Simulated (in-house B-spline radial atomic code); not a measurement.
Li+ is squeezed into an impenetrable sphere of radius R (the orbitals vanish at R). No spin polarisation. Level of theory: non-relativistic B3LYP, spherical fractional occupations, point nucleus; calculated with a B-spline radial code for spherical atoms.

Energies in eV above the free ion in 1s2:

| R (bohr) | highest level (eV) | 1s2 | -dE/dV in 1s2 (GPa) |
| --- | --- | --- | --- |
| 9.4 | -64.1 | 0 | 5.31e-11 |
| 6.98 | -64.1 | 0 | 2.5e-08 |
| 4.98 | -64.1 | 0 | 0.000143 |
| 4.25 | -64.1 | 0.0001959 | 0.00378 |
| 3.69 | -64.1 | 0.001868 | 0.0472 |
| 2.95 | -64 | 0.03479 | 1.34 |
| 2.55 | -63.8 | 0.1629 | 8.23 |
| 2.32 | -63.4 | 0.39 | 23.5 |
| 1.75 | -60.3 | 3.243 | 335 |
| 1.24 | -45.8 | 21.34 | 4500 |
